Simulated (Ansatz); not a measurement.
Consider the formal exchange of groups at the Sn–C bond: `OC(O)=[CH][SnH3]` + `C=O` → `O=[CH][SnH3]` + `C=C(O)O`.

Program: Ansatz. Geometries: PBE0-D4/def2-TZVP. ΔE: electronic, gas phase. CCSD(T)/CBS is the MP2 limit (def2-TZVPP, def2-QZVPP) plus CCSD(T) − MP2 in def2-TZVPP, frozen cores. This one scheme is used for every species. DFT in def2-TZVPP. Elements past krypton have def2 core potentials. For Sn outer-core shells are correlated without core-valence functions, which leaves a few kJ/mol of doubt a bond. One conformer a species, not always the lowest.

CCSD(T)/CBS gives +6.6 kcal/mol.

(1) Another level gave +4.1 kcal/mol. Which?
A. PBE/def2-TZVPP
B. ωB97X-V/def2-TZVPP
C. CCSD(T)/def2-TZVPP
D. PBE0/def2-TZVPP

Largest T1 diagnostic among the species: 0.016.

Answers

(1) D. PBE0 4.1, CCSD(T)/def2-TZVPP 6.7, PBE 2.5, ωB97X-V 5.3 kcal/mol.

From PBE to PBE0 (25 % exact exchange), in def2-TZVPP and without D4, ΔE moves by +1.6 kcal/mol. In def2-TZVPP, CCSD(T) changes the Hartree–Fock value by +1.8 kcal/mol (the triples alone add +0.3 kcal/mol) and MP2 by +3.4 kcal/mol.
